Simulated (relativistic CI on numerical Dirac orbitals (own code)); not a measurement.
**Co+: sensitivity of the levels to the model**

Base calculation: Dirac-Coulomb-Breit CI, KLI orbitals optimised for each configuration, model QED, valence Slater integrals scaled by 0.85, P86 correlation energy added to each configuration.

Configuration list (outside the closed core [Ar]): 3d⁸, 3d⁷4s, 3d⁷4p, 3d⁶4s², 3d⁷5s, 3d⁶4s4p, 3d⁷4d, 3d⁷5p, 3d⁷4f, 3d⁷5d, 3d⁷5f, 3d⁷5g, 3d⁶4s5s, 3d⁶4p². Levels of other configurations are missing.

Variants: (1) self-excluded LDA correlation estimate; (2) no correlation estimate; (3) configuration mixing switched off; (4) non-relativistic limit. Shifts of the energy above 3d⁷4s ⁵F5, in cm⁻¹, for the lowest level and the first level of each name with at least 55 % of one term (blank where a level changes its place among those of its configuration and J or its character, or is not in the variant):

| Level | Base | Δ(1) | Δ(2) | Δ(3) | Δ(4) |
| --- | --- | --- | --- | --- | --- |
| 3d⁷4s ⁵F5 | 0.0 | 0.0 | 0.0 | 0.0 | 0.0 |
| 3d⁷4s ⁵F4 | 657.9 | 0.0 | -0.1 | +1.8 | -657.9 |
| 3d⁷4s ⁵F3 | 1173.5 | 0.0 | -0.1 | +1.9 | -1173.5 |
| 3d⁷4s ⁵F2 | 1551.4 | 0.0 | -0.1 | +1.7 | -1551.4 |
| 3d⁷4s ⁵F1 | 1798.9 | +0.1 | -0.1 | +1.4 | -1798.9 |
| 3d⁸ ³F4 | 4082.0 | -945.8 | +3747.7 | +829.6 | -2985.0 |
| 3d⁸ ³F3 | 4963.5 | -945.2 | +3746.8 | +845.7 | -3866.5 |
| 3d⁸ ³F2 | 5570.7 | -944.9 | +3746.6 | +856.8 | -4473.8 |
| 3d⁷4s ³F4 | 7178.7 | +16.5 | -24.7 | +826.8 | -477.8 |
| 3d⁷4s ³F3 | 8051.9 | +16.4 | -24.8 | +824.3 | -1351.0 |
| 3d⁷4s ³F2 | 8658.6 | +16.2 | -25.0 | +824.4 | -1957.7 |
| 3d⁷4s ⁵P3 | 15930.5 | +3.8 | -4.5 | +100.0 | -484.8 |
| 3d⁷4s ⁵P2 | 16085.8 | +61.3 | +75.5 | +196.5 | -640.1 |
| 3d⁸ ¹D2 | 16379.2 | -1012.0 | +3486.7 | +809.2 | -3318.4 |
| 3d⁷4s ⁵P1 | 16450.1 | -17.7 | +10.1 | +123.9 | -1004.4 |
| 3d⁷4s ³G5 | 17663.2 | +2.7 | -5.6 | +183.9 | -394.1 |
| 3d⁸ ³P2 | 17979.2 | -832.0 | +3083.1 | +1857.2 | -3353.2 |
| 3d⁷4s ³G4 | 18035.6 | +2.1 | -4.6 | +191.0 | -766.5 |
| 3d⁸ ³P1 | 18156.6 | -818.7 | +2933.8 | +2006.2 | -3530.6 |
| 3d⁸ ³P0 | 18307.1 | -838.1 | +2918.1 | +2039.6 | -3681.1 |
| 3d⁷4s ³G3 | 18422.8 | +2.7 | -5.7 | +184.3 | -1153.8 |
| 3d⁷4s ¹G4 | 20856.6 | -254.4 | +336.7 | +1159.3 | +322.8 |

Correlation outside the listed configurations is missing or only estimated: errors of thousands of cm⁻¹ between configurations and terms are usual at this charge. Rates and lifetimes follow the computed energies and can be off by large factors. The fine structure of a lone outer electron comes out too small, for d and f at times inverted, and misplaced configurations move strength between like terms. 25 of the 25 excited levels that our extract of the measured tables holds in this range could be paired (the sources list more); they are missed by 8078 cm⁻¹ on average and 9740 at most, and levels without a partner can miss by more. Some levels of the ground configuration have no partner and can miss by 10 % or more. The computed lowest level isn't the tabulated ground level, which NIST ASD gives as 3d8 3F4.

Ionisation energy from the two ground configurations alone: base 15.59 eV; self-excluded LDA correlation estimate 15.97 eV; no correlation estimate 14.46 eV. The NIST ASD value (measured) is 17.0844 eV. The gap of more than 2 % comes from missing correlation.

LS names give the leading component of a level, which can be under half, so a name can repeat, a term be missing and a line seem to break the LS rules.
